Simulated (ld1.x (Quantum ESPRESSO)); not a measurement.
**An all-electron radial function and its pseudo partner (copper (Cu))**

Columns: radius, all-electron u(r) and pseudo u(r) of the 4s shell (level -11.89 eV) of copper in the configuration [Ar] 3d10 4s0 4p0; PBE, scalar-relativistic, TM semilocal scheme, ld1.x (Quantum ESPRESSO) 7.5.

```tsv
r (bohr)	all-electron	pseudo
0.132	-0.1603	-0.0185
0.265	-0.0323	-0.0388
0.398	0.2080	-0.0625
0.530	0.2896	-0.0914
0.663	0.2318	-0.1279
0.795	0.1032	-0.1736
0.928	-0.0482	-0.2302
1.060	-0.1934	-0.2967
1.193	-0.3223	-0.3711
1.325	-0.4287	-0.4471
1.458	-0.5138	-0.5187
1.590	-0.5779	-0.5786
1.723	-0.6241	-0.6241
1.855	-0.6542	-0.6542
1.988	-0.6712	-0.6712
2.120	-0.6769	-0.6769
2.252	-0.6736	-0.6736
2.385	-0.6630	-0.6630
2.518	-0.6465	-0.6465
2.650	-0.6258	-0.6258
2.782	-0.6018	-0.6018
2.915	-0.5752	-0.5752
3.048	-0.5471	-0.5471
3.180	-0.5182	-0.5182
3.312	-0.4889	-0.4889
3.445	-0.4594	-0.4594
```

How many radial nodes do the two functions have?

The all-electron 4s function has n − l − 1 = 3 (the table is too coarse to show those close to the nucleus); the pseudo-wave has 0, since the states of the same l below it are removed with the core.

At about which radius was the pseudo-wave matched?

1.95 bohr. The columns agree to 0.0005 from 1.72 bohr on; several derivatives are matched, so the curves merge somewhat inside the radius.

Is the pseudo-wave norm-conserving?

Yes: the TM semilocal scheme keeps the norm inside the radius equal to the all-electron one, which fixes the energy derivative of the logarithmic derivative at the level.
